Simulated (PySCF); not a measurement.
# Dipole response of As- (arsenic, charge -1)

[Ar] 3d10 4s2 4p4, high-spin 3P determinant. Calculation: PySCF 2.14, in def2-QZVPPD (12s7p5d4f1g, 95 functions); the non-relativistic Hamiltonian (point nucleus). Coupled (time-dependent) response in atomic units; α is the mean over directions.

| method | mean α (bohr³) | α xx, yy, zz | C₆ (like pair) | S(−4) |
| --- | --- | --- | --- | --- |
| UHF | 68.23 | 59.67, 85.37, 59.67 | 799.6 | 2141 |

S(−4) is the Cauchy moment in α(ω) = α(0) + S(−4) ω² + …

Spin-orbit coupling is absent.

α(iu) at UHF:

```csv
u (hartree),α(iu) (bohr³)
0,68.23
0.0500,63.59
0.100,54.34
0.200,37.46
0.300,26.21
0.500,14.41
0.750,8.149
1.00,5.245
1.50,2.755
2.00,1.748
3.00,0.9387
5.00,0.4419
```

A single London oscillator, α(iu) = α/(1 + u²/ω²), gives C₆ = (3/4) ω α². Matching the computed C₆ needs ω = 4 × 799.6 / (3 × 68.23²) = 0.229 hartree.

For an ion, C₆ is the dispersion term alone; charge-induced terms of lower order in 1/R come first.

The components differ because the open shell of this determinant is not spherical; for a pure term their mean is the scalar polarisability.
